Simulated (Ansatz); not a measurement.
Geometry optimisation, Ansatz 0.2.0, UHF/STO-3G.

input.yaml

```yaml
crystal:
  periodic: [false, false, false]
  atoms:
    - { symbol: C, position_ang: [-0.5742, -1.4188, 1.1401] }
    - { symbol: Si, position_ang: [0.4212, -0.4269, -0.0905] }
    - { symbol: S, position_ang: [2.3887, -1.0893, -0.5178] }
    - { symbol: B, position_ang: [0.0895, 1.3084, -0.4628] }
    - { symbol: "N", position_ang: [0.065, 2.7571, -0.0842] }
    - { symbol: C, position_ang: [-0.4609, 0.1134, -1.5553] }
    - { symbol: O, position_ang: [-0.9872, -0.1984, -2.5949] }
    - { symbol: H, position_ang: [-0.6865, -2.4065, 0.778] }
    - { symbol: H, position_ang: [-0.1313, -1.3396, 2.1667] }
    - { symbol: H, position_ang: [-1.6249, -0.9069, 1.2231] }
    - { symbol: H, position_ang: [1.9512, -2.3446, -0.9253] }
    - { symbol: H, position_ang: [0.5447, 2.8194, 0.8856] }
    - { symbol: H, position_ang: [-0.9751, 3.0978, 0.052] }
magnetization:
  spin_polarized: true
basis:
  gaussian: { orbitals: STO-3G }
hamiltonian:
  xc: hf
relax:
  f_tol: 0.02
  max_steps: 40
```

Run as:

```bash
$ ansatz run input.yaml --threads 1 --pin off --max-ram 2048MiB --backend cpu --events-out ev --progress --plain --runs-dir out
```

**Question.** Where does it end, and by what steps?

**Answer.** It converged. Limits of this set-up: minimal basis. After 13 steps the energy has fallen by 2.297 eV; H13 moved furthest, 0.82 Å.

| step | energy less start (eV) | largest force component (eV/Å) | accepted |
| --- | --- | --- | --- |
| 0 | 0.0000 | 6.114 | yes |
| 1 | -1.6025 | 2.542 | yes |
| 2 | -2.0206 | 2.186 | yes |
| 3 | -2.1776 | 0.665 | yes |
| 4 | -2.2027 | 1.626 | yes |
| 5 | -2.2493 | 0.588 | yes |
| 6 | -2.2169 | 0.588 | no |
| 7 | -2.2902 | 0.131 | yes |
| 8 | -2.2948 | 0.126 | yes |
| 9 | -2.2955 | 0.207 | yes |
| 10 | -2.2963 | 0.135 | yes |
| 11 | -2.2967 | 0.028 | yes |
| 12 | -2.2966 | 0.037 | no |
| 13 | -2.2968 | 0.008 | yes |

```xyz
13
Properties=species:S:1:pos:R:3
C -0.537 -1.566 1.162
Si 0.417 -0.486 -0.029
S 2.377 -1.188 -0.389
B -0.052 1.331 -0.322
N -0.086 2.662 -0.019
C -0.520 0.306 -1.388
O -1.171 0.189 -2.520
H -0.605 -2.588 0.809
H -0.065 -1.588 2.137
H -1.546 -1.197 1.294
H 2.007 -2.348 -0.925
H 0.347 3.076 0.806
H -0.547 3.363 -0.601
```

Whether the end is a true minimum wasn't checked by a vibrational analysis.

Run time: 45 s on 1 thread of Arm Neoverse V2, with other jobs on the host, peak memory 0.19 GiB.
